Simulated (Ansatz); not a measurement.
Energy needed to pull apart CH5GeN (SMILES N=[CH][GeH3]), closed shell, into free ground-state atoms, from the structure below (displaced at random from a GFN2-xTB minimum); no zero-point or spin–orbit terms; open-shell atoms are treated unrestricted, in their ground-state multiplicity.

```xyz
8
angstrom
N -1.4781 0.4450 -1.2051
C -0.2616 0.5667 -0.8315
Ge 0.6871 -0.3925 0.7023
H -2.0361 -0.1420 -0.5053
H 0.2334 1.3995 -1.3610
H 0.0420 -0.0577 2.0720
H 0.6120 -1.8426 0.4435
H 2.2146 0.0661 0.7210
```

Computed with Ansatz 0.2.0 (basis: def2-TZVPP); correlated methods freeze the cores. Filled d shells of the heavier atoms are correlated. The def2 sets are not built for correlating such inner shells, so the correlated values are less sure here.

```tsv
method	atomization energy (kcal/mol)
SPW92	700.7
PBE-D4	?
r2SCAN-D4	608.5
PBE0-D4	607.1
LC-wPBE	603.3
wB97M-V	609.0
HF	415.6
MP2	596.6
CCSD	?
CCSD(T)	596.4
```

Question: What does CCSD give? (To be estimated.)

Answer: The calculation gives: 585.7 kcal/mol, which is about 10.7 kcal/mol less than CCSD(T)/def2-TZVPP.

Question: What does PBE-D4 give? (To be estimated.)

Answer: The calculation gives: 622.1 kcal/mol, which is about 25.7 kcal/mol more than CCSD(T)/def2-TZVPP.

In triple zeta the MP2 and coupled-cluster atomization energies are still short of their basis limit by a few kcal/mol a bond, whereas those of the functionals are nearly converged, so these differences are not deviations from converged CCSD(T).

T1 diagnostic: at most 0.013. The restricted Hartree–Fock reference is unstable towards an unrestricted one here.

For scale, one of the runs: CCSD(T)/def2-TZVPP forces, 180 basis functions (an equivalent command: `ansatz run in.yaml --threads 4`). Time: 2.8 min of wall clock on 4 CPU threads; the host was shared. Peak host memory: 3.3 GiB.
